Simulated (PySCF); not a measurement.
sulfur trioxide (O₃S), SMILES O=S(=O)=O. Heavy atoms are numbered as in [O:1]=[S:2](=[O:3])=[O:4].

Coordinates come from a ωB97X-D3(BJ)/def2-TZVP optimisation.

Method: PySCF with HF/pcSseg-2.

GIAO shieldings, no solvent; atoms alike by connectivity are averaged. δ = σ(ref) − σ: ¹⁷O against H2O (σ = 326.0 ppm); ³³S against H2S (σ = 707.7 ppm), references at their B3LYP-D3(BJ)/def2-TZVP geometries, non-relativistic.

Estimate the chemical shifts. (Estimate from the structure and the level; the computed values follow.)


| nucleus | atoms | count | δ (ppm) |
|---|---|---|---|
| ¹⁷O | O1 | 3 | 259.8 |
| ³³S | S2 | 1 | 661.8 |
